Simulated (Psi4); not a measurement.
H₂P (SMILES [PH2]), doublet, geometry from GFN2-xTB; PBE/6-311G** (Psi4).

Input for Psi4:
```
memory 2 GB

molecule {
0 2
  P     0.00300800   -0.00080054    0.11434732
  H    -0.02238001    1.00221204   -0.85063528
  H    -0.02274002   -0.99020401   -0.86457453
}

set basis 6-311g**
set reference uks
set scf_type pk
set puream true
set d_convergence 1e-8
set dft_radial_points 99
set dft_spherical_points 590

energy('pbe')
print_variables()
```

### Question
Write the output that Psi4 gives for this input, abridged.

### Answer

```
   => Loading Basis Set <=

    Name: 6-311G**
    Role: ORBITAL
    Keyword: BASIS

         ---------------------------------------------------------
                                   SCF
               by Justin Turney, Rob Parrish, Andy Simmonett
                          and Daniel G. A. Smith
                              UKS Reference
         ---------------------------------------------------------

  ==> Geometry <==

    Molecular point group: cs
    Full point group: Cs

    Geometry (in Angstrom), charge = 0, multiplicity = 2:

       Center              X                  Y                   Z               Mass
    ------------   -----------------  -----------------  -----------------  -----------------
         P           -0.059406736168    -0.000415757689     0.000000000000    30.973761998420
         H            0.905909776352     1.002596822317     0.000000000000     1.007825032230
         H            0.919853672983    -0.989819227695     0.000000000000     1.007825032230

  Running in cs symmetry.

  Rotational constants: A =      9.42216  B =      8.42675  C =      4.44835 [cm^-1]
  Rotational constants: A = 282469.23087  B = 252627.55570  C = 133358.13846 [MHz]
  Nuclear repulsion =   11.669663750582153

  Charge       = 0
  Multiplicity = 2
  Electrons    = 17
  Nalpha       = 9
  Nbeta        = 8

  ==> Algorithm <==

  SCF Algorithm Type is PK.
  DIIS enabled.
  MOM disabled.
  Fractional occupation disabled.
  Guess Type is SAD.
  Energy threshold   = 1.00e-06
  Density threshold  = 1.00e-08
  Integral threshold = 1.00e-12

  ==> Primary Basis <==

  Basis Set: 6-311G**
    Blend: 6-311G**
    Number of shells: 20
    Number of basis functions: 38
    Number of Cartesian functions: 39
    Spherical Harmonics?: true
    Max angular momentum: 2

  ==> DFT Potential <==

   => LibXC <=

    Version 7.1.2
    S. Lehtola, C. Steigemann, M. J. T. Oliveira, and M. A. L. Marques,  SoftwareX 7, 1–5 (2018) (10.1016/j.softx.2017.11.002)

   => Composite Functional: PBE <=

    PBE GGA Exchange-Correlation Functional

    J.P. Perdew et. al., Phys. Rev. Lett., 77(18), 3865-3868, 1996

    Deriv               =              1
    GGA                 =           TRUE
    Meta                =          FALSE

    Exchange Hybrid     =          FALSE
    MP2 Hybrid          =          FALSE

   => Exchange Functionals <=

    1.0000     XC_GGA_X_PBE

   => Correlation Functionals <=

    1.0000     XC_GGA_C_PBE

   => LibXC Density Thresholds  <==

    XC_GGA_C_PBE:  1.00E-12
    XC_GGA_X_PBE:  1.00E-15

   => Molecular Quadrature <=

    Radial Scheme          =       TREUTLER
    Pruning Scheme         =           NONE
    Nuclear Scheme         =       TREUTLER

    Blocking Scheme        =         OCTREE
    BS radius alpha        =              1
    Pruning alpha          =              1
    Radial Points          =             99
    Spherical Points       =            590
    Total Points           =         169041
    Total Blocks           =           1329
    Max Points             =            256
    Max Functions          =             38
    Weights Tolerance      =       1.00E-15

  ==> Integral Setup <==

  Using in-core PK algorithm.
   Calculation information:
      Number of atoms:                   3
      Number of AO shells:              20
      Number of primitives:             35
      Number of atomic orbitals:        39
      Number of basis functions:        38

      Integral cutoff                 1.00e-12
      Number of threads:                 1

  Performing in-core PK
  Using 549822 doubles for integral storage.
  We computed 22155 shell quartets total.
  Whereas there are 22155 unique shell quartets.

  ==> DiskJK: Disk-Based J/K Matrices <==

    J tasked:                  Yes
    K tasked:                   No
    wK tasked:                  No
    Schwarz Cutoff:          1E-12

  Minimum eigenvalue in the overlap matrix is 2.3355312264E-02.
[...]
    Using symmetric orthogonalization.

  ==> Pre-Iterations <==

  SCF Guess: Superposition of Atomic Densities via on-the-fly atomic UHF (no occupation information).

   -------------------------
    Irrep   Nso     Nmo
   -------------------------
     A'        29      29
     A"         9       9
   -------------------------
    Total      38      38
   -------------------------

  ==> Iterations <==

                        Total Energy        Delta E     RMS |[F,P]|

   @UKS iter SAD:  -342.07494598668478   -3.42075e+02   0.00000e+00
   @UKS iter   1:  -342.28232721349082   -2.07381e-01   1.46362e-02 ADIIS/DIIS
   @UKS iter   2:  -342.29577565971579   -1.34484e-02   1.19787e-02 ADIIS/DIIS
   @UKS iter   3:  -342.34258191490198   -4.68063e-02   1.17917e-03 ADIIS/DIIS
   @UKS iter   4:  -342.34347646271408   -8.94548e-04   2.82950e-04 ADIIS/DIIS
   @UKS iter   5:  -342.34353407679464   -5.76141e-05   4.67901e-05 DIIS
   @UKS iter   6:  -342.34353550377210   -1.42698e-06   5.42771e-06 DIIS
   @UKS iter   7:  -342.34353553606871   -3.22966e-08   8.34747e-07 DIIS
   @UKS iter   8:  -342.34353553698929   -9.20579e-10   1.81072e-07 DIIS
   @UKS iter   9:  -342.34353553702783   -3.85398e-11   3.04740e-08 DIIS
   @UKS iter  10:  -342.34353553702891   -1.08002e-12   2.82876e-09 DIIS
  Energy and wave function converged.

  ==> Post-Iterations <==

   Electrons on quadrature grid:
      Nalpha   =    9.0000000363 ; deviation = 3.635e-08
      Nbeta    =    8.0000000382 ; deviation = 3.823e-08
      Ntotal   =   17.0000000746 ; deviation = 7.458e-08

   @Spin Contamination Metric:   3.399862763E-03
   @S^2 Expected:                7.500000000E-01
   @S^2 Observed:                7.533998628E-01
   @S   Expected:                5.000000000E-01
   @S   Observed:                5.000000000E-01

    Orbital Energies [Eh]
    ---------------------

    Alpha Occupied:

[...]
    Alpha Virtual:

[...]
    Beta Occupied:

[...]
    Beta Virtual:

[...]
    Final Occupation by Irrep:
             Ap   App
    DOCC [     7,    1 ]
    SOCC [     0,    1 ]
    NA   [     7,    2 ]
    NB   [     7,    1 ]

  @UKS Final Energy:  -342.34353553702891

   => Energetics <=

    Nuclear Repulsion Energy =             11.6696637505821528
    One-Electron Energy =                -496.1655761217612053
    Two-Electron Energy =                 165.9326752851485480
    DFT Exchange-Correlation Energy =     -23.7802984509984228
    Empirical Dispersion Energy =           0.0000000000000000
    VV10 Nonlocal Energy =                  0.0000000000000000
    Total Energy =                       -342.3435355370289130

  UHF NO Occupations:
  HONO-2 :    6 Ap 1.9997238
  HONO-1 :    7 Ap 1.9986729
  HONO-0 :    2App 1.0000000
  LUNO+0 :    8 Ap 0.0013271
  LUNO+1 :    9 Ap 0.0002762
  LUNO+2 :   10 Ap 0.0000970
  LUNO+3 :    3App 0.0000004

Computation Completed

Properties will be evaluated at   0.000000,   0.000000,   0.000000 [a0]

Properties computed using the SCF density matrix

 Multipole Moments:

 ------------------------------------------------------------------------------------
     Multipole            Electronic (a.u.)      Nuclear  (a.u.)        Total (a.u.)
 ------------------------------------------------------------------------------------

 L = 1.  Multiply by 2.5417464519 to convert [e a0] to [Debye]
 Dipole X            :         -1.4249082            1.7662560            0.3413478
 Dipole Y            :         -0.0099722            0.0123611            0.0023889
 Dipole Z            :          0.0000000            0.0000000            0.0000000
 Magnitude           :                                                    0.3413561

 ------------------------------------------------------------------------------------

  Variable Map:
  ----------------------------------------------------------------------------
[...]
  Array Variable Map:
  ----------------------------------------------------------------------------
[...]
[...]
```
